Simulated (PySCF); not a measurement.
beryllium dihydride, BeH2, SMILES [BeH2], point group D∞h.

Level: B3LYP/pcJ-1 in PySCF (density fitting, grid level 2); geometry and Hessian at that level, cubic constants and property derivatives from steps of ±0.6 along each species' dimensionless normal coordinates, second-order vibrational perturbation theory. The parent has the commonest isotopes.

Equilibrium geometry (Å):

```
atom        x        y        z
 Be1   0.0153  -0.0691  -0.0167
  H2  -1.2867  -0.3082  -0.0421
  H3   1.3174   0.1699   0.0086
```

**Question.** Give the equilibrium and ground-state rotational constants (MHz) of parent; ²H at 2; ²H at 2, ²H at 3.

**Answer.** 
```tsv
species	Be	B0	harmonic ZPE (cm⁻¹)
parent	143020	141440	2894
²H at 2	98128	97223	2534
²H at 2, ²H at 3	71565	71003	2162
```

**Question.** And its quartic centrifugal distortion constants from the harmonic force field?

**Answer.** Linear top: D = 3090 kHz.
